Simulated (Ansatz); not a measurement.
Steps of a relaxation of `N#[C][GeH]([C]#N)[C]#N` with RKS PBE0-D4/def2-TZVP.

```sh
$ ansatz run in.yaml --threads 4 --pin off --events-out ev --progress --plain --max-ram 10444MiB
```

```yaml
crystal:
  periodic: [false, false, false]
  atoms:
    - {symbol: N, position_ang: [1.882186, -0.876954, 2.120788]}
    - {symbol: C, position_ang: [1.185072, -0.663729, 1.202448]}
    - {symbol: Ge, position_ang: [0.057415, -0.362986, -0.320636]}
    - {symbol: C, position_ang: [0.543770, 1.315149, -1.112679]}
    - {symbol: N, position_ang: [0.836507, 2.328593, -1.624015]}
    - {symbol: C, position_ang: [-1.743668, -0.187621, 0.317194]}
    - {symbol: N, position_ang: [-2.851217, -0.099461, 0.691727]}
    - {symbol: H, position_ang: [0.182134, -1.510092, -1.330526]}
basis:
  gaussian: {orbitals: def2-TZVP}
hamiltonian: {xc: pbe0, dispersion: d4}
relax: {f_tol: 0.005, max_steps: 150}
```

Positions (Å) and forces (eV/Å) along the path, 4 of 4 steps:

```xyz
8
step=1 energy=-64100.0617 eV
N     1.882   -0.877    2.121   -1.528    0.463   -2.017
C     1.185   -0.664    1.202    1.368   -0.384    1.796
Ge    0.057   -0.363   -0.321   -0.025   -0.024   -0.011
C     0.544    1.315   -1.113    0.583    1.974   -0.969
N     0.837    2.329   -1.624   -0.631   -2.206    1.107
C    -1.744   -0.188    0.317   -2.169    0.174    0.748
N    -2.851   -0.099    0.692    2.425   -0.198   -0.825
H     0.182   -1.510   -1.331   -0.024    0.201    0.172
8
step=2 energy=-64100.1566 eV
N     1.863   -0.855    2.092    0.063   -0.016    0.080
C     1.177   -0.652    1.193   -0.114    0.027   -0.152
Ge    0.052   -0.365   -0.323   -0.008    0.054    0.052
C     0.546    1.307   -1.101   -0.058   -0.162    0.077
N     0.840    2.301   -1.597    0.033    0.085   -0.043
C    -1.738   -0.189    0.318    0.189   -0.016   -0.065
N    -2.823   -0.103    0.688   -0.100    0.004    0.032
H     0.175   -1.501   -1.325   -0.005    0.023    0.020
8
step=3 energy=-64100.1574 eV
N     1.863   -0.853    2.090    0.002    0.002    0.001
C     1.176   -0.650    1.190   -0.011   -0.002   -0.014
Ge    0.051   -0.363   -0.321    0.000    0.014    0.014
C     0.546    1.304   -1.099   -0.014   -0.012    0.005
N     0.842    2.298   -1.597    0.007    0.000   -0.001
C    -1.736   -0.190    0.317    0.018    0.003   -0.004
N    -2.822   -0.105    0.687   -0.002   -0.004   -0.002
H     0.173   -1.498   -1.323    0.000   -0.001   -0.001
8
step=4 energy=-64100.1574 eV
N     1.864   -0.852    2.088    0.000    0.000    0.000
C     1.175   -0.650    1.189    0.000    0.000    0.000
Ge    0.050   -0.361   -0.320    0.000   -0.001   -0.001
C     0.545    1.305   -1.099    0.000    0.000    0.000
N     0.849    2.296   -1.597    0.001    0.000    0.000
C    -1.737   -0.190    0.319    0.000    0.000    0.000
N    -2.824   -0.110    0.686    0.000    0.000    0.000
H     0.170   -1.496   -1.322    0.000    0.001    0.001
```

Run time 22 s (4 threads of an Arm Neoverse V2 on a shared host); peak host memory 0.72 GiB.
